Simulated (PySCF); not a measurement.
Isomers of C3H14Si3, from PBE0-D3(BJ)/def2-SVP geometry optimisation, gas phase in PySCF 2.14.0. One conformer each, no zero-point energy, no frequencies.

**Question.** Which is lower in electronic energy at this level?
A. `CCC([SiH3])([SiH3])[SiH3]`: A = 1691, B = 1429, C = 1306 MHz, dipole 1.03 D
B. `[CH3:1][CH2:2][CH2:3][SiH:4]([SiH3:5])[SiH3:6]` with C1–C2–C3–Si4 59°, C2–C3–Si4–Si5 -77°: A = 1508, B = 1388, C = 959.2 MHz, dipole 1.29 D

**Answer.** B. That is `CCC[SiH]([SiH3])[SiH3]`, 6.1 kcal/mol below the other.

```csv
SMILES,mapped SMILES,E (Eh),relative (kcal/mol),relative (kJ/mol),dipole (D)
CCC[SiH]([SiH3])[SiH3],[CH3:1][CH2:2][CH2:3][SiH:4]([SiH3:5])[SiH3:6],-990.35692,0.0,0.0,1.29
CCC([SiH3])([SiH3])[SiH3],[CH3:1][CH2:2][C:3]([SiH3:4])([SiH3:5])[SiH3:6],-990.34719,6.1,25.6,1.03
```

As drawn, the lower has an Si–Si bond, which the higher lacks.
